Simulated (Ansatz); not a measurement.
`BNC(O)F` → `NBOCF`  (isomerisation)

Gas-phase electronic energies from Ansatz, PBE0-D4/def2-TZVP geometries. CBS: MP2 limit from def2 TZ/QZ plus the TZ coupled-cluster correction, frozen cores. DFT in def2-TZVPP. B3LYP here is the variant with VWN-RPA as its local correlation; programs differ in this. Each species was taken in one conformer, which may not be the lowest.

```csv
level,ΔE (kJ/mol),difference from CCSD(T)/CBS
PBE-D4,-136.9,5.4
PBE0-D4,-138.9,3.4
B3LYP-D4,-144.8,-2.5
ωB97X-V,-138.5,3.8
ωB97M-V,-140.7,1.6
r2SCAN,-142.6,-0.3
PBE0,-139.8,2.5
HF/def2-TZVPP,-149.7,-7.4
MP2/def2-TZVPP,-143.6,-1.3
SCS-MP2/def2-TZVPP,-143.8,-1.5
CCSD/def2-TZVPP,-142.4,-0.1
CCSD(T)/def2-TZVPP,-140.5,1.8
HF/def2-QZVPP,-150.7,-8.4
SCS-MP2/def2-QZVPP,-145.3,-3.0
HF/CBS(def2),-150.8,-8.5
MP2/CBS(def2),-145.4,-3.1
CCSD(T)/CBS,-142.3,0
```

Largest T1 diagnostic among the species: 0.013.

In def2-TZVPP, CCSD(T) changes the Hartree–Fock value by +9.3 kJ/mol (the triples alone add +1.9 kJ/mol) and MP2 by +6.1 kJ/mol.
